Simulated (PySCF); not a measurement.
PySCF job for C2H7FGe, SMILES C[CH2][GeH2][F], TDA-PBE/def2-SVPD. The structure is a stationary point at B3LYP-D3(BJ)/def2-SVP. Other conformers were not sampled.

```python
import numpy as np
from pyscf import gto, scf, dft, tdscf

mol = gto.M(
    atom='''
    Ge    0.53798450    0.39954926   -0.17219880
    F     1.20381774   -0.85677502    0.86361105
    C    -1.23460900   -0.23356884   -0.70945421
    C    -2.13091093   -0.56237808    0.48839406
    H     0.47987954    1.67026795    0.70256334
    H     1.52466800    0.55254580   -1.34826426
    H    -1.68683093    0.54280969   -1.35082899
    H    -1.08370301   -1.11991939   -1.34775648
    H    -1.66688541   -1.32788471    1.12949855
    H    -2.31105219    0.32678998    1.11459073
    H    -3.11281981   -0.94352870    0.16442007
    ''',
    basis='def2-SVPD',
    charge=0,
    spin=0,
    max_memory=1600,
    verbose=4,
)
mf = dft.RKS(mol, xc='pbe').density_fit(auxbasis='def2-universal-jkfit')
mf.grids.level = 3
mf.conv_tol = 1e-9
mf.max_cycle = 100
mf.kernel()
mf.grids = dft.Grids(mol).set(level=1).build(with_non0tab=True)  # coarser grid for the response kernel
td = tdscf.TDA(mf)
td.singlet = True
td.nstates = 10
td.conv_tol = 1e-4
td.positive_eig_threshold = 1e-6
td.kernel(x0=td.get_init_guess(mf, 15))
td.analyze()
tt = tdscf.TDA(mf)
tt.singlet = False
tt.nstates = 4
tt.conv_tol = 1e-4
tt.positive_eig_threshold = 1e-6
tt.kernel(x0=tt.get_init_guess(mf, 9))
tt.analyze(verbose=3)
```

Log of the run:

```
PySCF version 2.14.0

[INPUT] verbose = 4
[INPUT] num. atoms = 11
[INPUT] num. electrons = 60
[INPUT] charge = 0
[INPUT] spin (= nelec alpha-beta = 2S) = 0
[INPUT] symmetry False subgroup None
[INPUT] Mole.unit = angstrom
[INPUT] Symbol           X                Y                Z      unit          X                Y                Z       unit  Magmom
[INPUT]  1 Ge     0.537984500000   0.399549260000  -0.172198800000 AA    1.016643364261   0.755038674673  -0.325408570979 Bohr   0.0
[INPUT]  2 F      1.203817740000  -0.856775020000   0.863611050000 AA    2.274885832493  -1.619070138169   1.631988362648 Bohr   0.0
[INPUT]  3 C     -1.234609000000  -0.233568840000  -0.709454210000 AA   -2.333072880923  -0.441381138832  -1.340674154820 Bohr   0.0
[INPUT]  4 C     -2.130910930000  -0.562378080000   0.488394060000 AA   -4.026838053542  -1.062740549659   0.922931014264 Bohr   0.0
[INPUT]  5 H      0.479879540000   1.670267950000   0.702563340000 AA    0.906840903382   3.156348980139   1.327652297760 Bohr   0.0
[INPUT]  6 H      1.524668000000   0.552545800000  -1.348264260000 AA    2.881204950888   1.044160233279  -2.547850194939 Bohr   0.0
[INPUT]  7 H     -1.686830930000   0.542809690000  -1.350828990000 AA   -3.187648476145   1.025761651860  -2.552696832223 Bohr   0.0
[INPUT]  8 H     -1.083703010000  -1.119919390000  -1.347756480000 AA   -2.047901889267  -2.116340928690  -2.546890629808 Bohr   0.0
[INPUT]  9 H     -1.666885410000  -1.327884710000   1.129498550000 AA   -3.149956905933  -2.509338426898   2.134442917593 Bohr   0.0
[INPUT] 10 H     -2.311052190000   0.326789980000   1.114590730000 AA   -4.367255698676   0.617543562452   2.106271220679 Bohr   0.0
[INPUT] 11 H     -3.112819810000  -0.943528700000   0.164420070000 AA   -5.882376916021  -1.783010833667   0.310708901682 Bohr   0.0

nuclear repulsion = 294.394187734392
number of shells = 67
number of NR pGTOs = 243
number of NR cGTOs = 157
basis = def2-SVPD
ecp = {}


[settings echo left out]
init E= -2255.69955487364
  HOMO = -0.325275433638156  LUMO = -0.0552641545134049  gap/eV = 7.34738
cycle= 1 E= -2256.26125485534  delta_E= -0.562  |g|= 0.866  |ddm|= 3.91
  HOMO = -0.160723287885908  LUMO = -0.01943469675791  gap/eV = 3.84466
cycle= 2 E= -2255.74592514187  delta_E= 0.515  |g|= 1.91  |ddm|= 2.38
  HOMO = -0.259149125809961  LUMO = -0.0315278187306283  gap/eV = 6.19389
cycle= 3 E= -2256.37166064177  delta_E= -0.626  |g|= 0.322  |ddm|=  1.7
  HOMO = -0.267510827496374  LUMO = -0.0266060667080432  gap/eV = 6.55535
cycle= 4 E= -2256.38910960404  delta_E= -0.0174  |g|= 0.0721  |ddm|= 0.365
  HOMO = -0.264324972714286  LUMO = -0.0290707203853984  gap/eV = 6.40159
cycle= 5 E= -2256.38991569272  delta_E= -0.000806  |g|= 0.0341  |ddm|= 0.106
  HOMO = -0.267046420419247  LUMO = -0.0292098727022809  gap/eV = 6.47186
cycle= 6 E= -2256.39021333095  delta_E= -0.000298  |g|= 0.00699  |ddm|= 0.041
  HOMO = -0.266459625816559  LUMO = -0.0287230214048084  gap/eV = 6.46914
cycle= 7 E= -2256.39022450721  delta_E= -1.12e-05  |g|= 0.00153  |ddm|= 0.01
  HOMO = -0.266491842084081  LUMO = -0.0287738256754442  gap/eV = 6.46864
cycle= 8 E= -2256.39022495623  delta_E= -4.49e-07  |g|= 0.000497  |ddm|= 0.00184
  HOMO = -0.266507968119724  LUMO = -0.0287967017923383  gap/eV = 6.46845
cycle= 9 E= -2256.39022500986  delta_E= -5.36e-08  |g|= 6.4e-05  |ddm|= 0.00056
  HOMO = -0.266510067610317  LUMO = -0.0287947618246718  gap/eV = 6.46856
cycle= 10 E= -2256.39022501093  delta_E= -1.07e-09  |g|= 2.53e-05  |ddm|= 0.000146
  HOMO = -0.266511495222662  LUMO = -0.0287955346325592  gap/eV = 6.46858
cycle= 11 E= -2256.3902250111  delta_E= -1.68e-10  |g|= 3.53e-06  |ddm|= 4.09e-05
  HOMO = -0.266510644228345  LUMO = -0.0287949539519361  gap/eV = 6.46857
Extra cycle  E= -2256.39022501109  delta_E= 1.18e-11  |g|= 6.48e-06  |ddm|= 1.12e-05
converged SCF energy = -2256.39022501109
tot grids = 40384
Overwritten attributes  positive_eig_threshold  of <class 'pyscf.tdscf.rks.TDA'>


******** <class 'pyscf.tdscf.rks.TDA'> for <class 'pyscf.df.df_jk.DFRKS'> ********
nstates = 10 singlet
deg_eia_thresh = 1.000e-03
wfnsym = None
conv_tol = 0.0001
eigh lindep = 1e-12
eigh level_shift = 0
eigh max_cycle = 100


Excitation energies (eV)
[6.58555854 7.16001462 7.2361857  7.67491302 7.75660782 7.90051488
 8.11190148 8.21399707 8.33043551 8.34477637]

** Singlet excitation energies and oscillator strengths **
Excited State   1:      6.58556 eV    188.27 nm  f=0.0038
      30 -> 31       -0.70552
Excited State   2:      7.16001 eV    173.16 nm  f=0.0080
      30 -> 32       -0.70356
Excited State   3:      7.23619 eV    171.34 nm  f=0.0002
      29 -> 31       -0.70499
Excited State   4:      7.67491 eV    161.54 nm  f=0.1051
      28 -> 31        0.20412
      30 -> 33        0.63856
      30 -> 34        0.15510
Excited State   5:      7.75661 eV    159.84 nm  f=0.0257
      29 -> 32       -0.68119
      29 -> 33        0.15337
Excited State   6:      7.90051 eV    156.93 nm  f=0.0164
      28 -> 31       -0.66459
      30 -> 33        0.15760
      30 -> 34        0.14578
Excited State   7:      8.11190 eV    152.84 nm  f=0.1124
      29 -> 33       -0.13569
      30 -> 33        0.15754
      30 -> 34       -0.63736
      30 -> 36        0.11140
Excited State   8:      8.21400 eV    150.94 nm  f=0.0620
      29 -> 32       -0.12961
      29 -> 33       -0.64380
      29 -> 35        0.13691
      30 -> 34        0.11993
Excited State   9:      8.33044 eV    148.83 nm  f=0.0054
      30 -> 35       -0.68509
Excited State  10:      8.34478 eV    148.58 nm  f=0.0191
      27 -> 31       -0.68105

** Transition electric dipole moments (AU) **
state          X           Y           Z        Dip. S.      Osc.
  1        -0.1384      0.0353     -0.0585      0.0238      0.0038
  2        -0.0400     -0.1261      0.1683      0.0458      0.0080
  3        -0.0238     -0.0183      0.0075      0.0010      0.0002
  4         0.6283      0.3887      0.1155      0.5592      0.1051
  5        -0.2308      0.0763      0.2756      0.1350      0.0257
  6         0.2415      0.1544      0.0495      0.0846      0.0164
  7         0.6214      0.3562      0.2295      0.5657      0.1124
  8        -0.2823      0.2111      0.4290      0.3083      0.0620
  9         0.0562      0.1480     -0.0405      0.0267      0.0054
 10        -0.1854     -0.2235     -0.0945      0.0933      0.0191

** Transition velocity dipole moments (imaginary part, AU) **
state          X           Y           Z        Dip. S.      Osc.
  1        -0.0138      0.0352     -0.0204      0.0018      0.0051
  2        -0.0135     -0.0295      0.0303      0.0020      0.0050
  3         0.0051     -0.0133     -0.0207      0.0006      0.0016
  4         0.1420      0.0755      0.0133      0.0260      0.0615
  5        -0.0502      0.0172      0.0592      0.0063      0.0148
  6         0.0417      0.0452     -0.0035      0.0038      0.0087
  7         0.1507      0.1042      0.0679      0.0381      0.0853
  8        -0.0750      0.0548      0.1138      0.0216      0.0476
  9        -0.0033      0.0316     -0.0313      0.0020      0.0043
 10        -0.0572     -0.0490     -0.0400      0.0073      0.0158

** Transition magnetic dipole moments (imaginary part, AU) **
state          X           Y           Z
  1         0.3535     -0.2304     -0.6408
  2        -0.1232      0.3096     -0.0584
  3        -0.9876     -0.7167     -0.1627
  4        -0.2354      0.4074      0.0978
  5        -0.3468      0.5068     -0.5940
  6        -0.2020      0.5799      0.4142
  7        -0.1060      0.2830      0.1041
  8        -0.1802     -0.0718      0.0250
  9        -0.1394      0.2012      0.1612
 10        -0.2756      0.4250      0.4778


******** <class 'pyscf.tdscf.rks.TDA'> for <class 'pyscf.df.df_jk.DFRKS'> ********
nstates = 4 triplet
deg_eia_thresh = 1.000e-03
wfnsym = None
conv_tol = 0.0001
eigh lindep = 1e-12
eigh level_shift = 0
eigh max_cycle = 100


Excitation energies (eV)
[6.29633394 6.83033774 6.9308435  7.06737474]

** Triplet excitation energies and oscillator strengths **
Excited State   1:      6.29633 eV    196.91 nm  f=0.0000
Excited State   2:      6.83034 eV    181.52 nm  f=0.0000
Excited State   3:      6.93084 eV    178.89 nm  f=0.0000
Excited State   4:      7.06737 eV    175.43 nm  f=0.0000
```

Self-consistency was reached.
